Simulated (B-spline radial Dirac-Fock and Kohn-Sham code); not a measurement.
Z = 83 (bismuth), transition energy 107 keV. These are calculated numbers from a radial B-spline solver; the model is a Dirac-Hartree-Slater potential of the neutral atom with a Latter tail (no hole, which puts coefficients of high multipoles low close above an edge), finite nucleus with surface currents. Subshells that would emit electrons below 1 keV are left out.

Problem. A pure transition shows α(K) = 0.466, L1/L2 = 0.0538 and L1/L3 = 0.0705. What is its multipolarity?
A. M4
B. M1
C. E4
D. M2
E. E1
F. E3
G. E2
H. M3

Solution. G. For comparison, α(K), L1/L2, L1/L3 are E1 0.298, 2.44, 2.51; E3 0.492, 0.0371, 0.0563; E4 0.492, 0.0385, 0.0624; M1 6.91, 9.24, 120; M2 41.8, 8.33, 4.27; M3 86.2, 6.30, 0.727; M4 118, 4.98, 0.295.
